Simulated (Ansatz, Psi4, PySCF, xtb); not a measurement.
Pair of molecules: HCl (SMILES Cl) (first 2 atoms) with CH2O (SMILES C=O); geometry from B3LYP-D3(BJ)/def2-TZVP, rigid monomers moved along the line of their centres of mass till H2···O4 is 3.34 Å.
(charge 0, multiplicity 1):
```csv
atom,x (Å),y (Å),z (Å)
Cl,-0.1523,-0.0562,0.4435
H,0.1496,0.4924,1.5878
C,-0.2840,0.2286,5.4675
O,0.3343,1.0728,4.8713
H,-0.3490,0.2380,6.5684
H,-0.8091,-0.5861,4.9397
```

Interaction energies are E(AB) − E(A) − E(B) at the monomers' geometry in the complex; basis-set methods are counterpoise corrected. Rows marked so take none.

Correlated levels freeze the cores. Rows in 3-21G, 6-31G* carry no dispersion term and start afresh at each structure (6-31G* with six Cartesian d functions).

The values were computed with Ansatz (an electronic-structure program) with Gaussian orbitals; Psi4 for SAPT; PySCF for 3-21G rows, 6-31G* rows, the dispersion terms; xtb for the GFN methods. Each number belongs to the level named beside it.

| level | interaction energy (meV) |
|---|---|
| GFN1-xTB | -48.3 |
| HF/3-21G (no counterpoise) | -72.1 |
| HF/6-31G* (no counterpoise) | -72.6 |
| BP86/6-31G* (no counterpoise) | ? |
| r2SCAN-D4/def2-TZVPPD | -64.4 |
| PBE0-D3(BJ)/def2-TZVPPD | -70.1 |
| PBE0-D4/def2-TZVPPD | -69.5 |
| CCSD/aug-cc-pV(T+d)Z | -63.7 |
| SAPT0/jun-cc-pV(D+d)Z | -74.0 |

Q: Some entries are withheld; supply them.

A: 
- BP86/6-31G* (no counterpoise), interaction energy (meV): -57.7
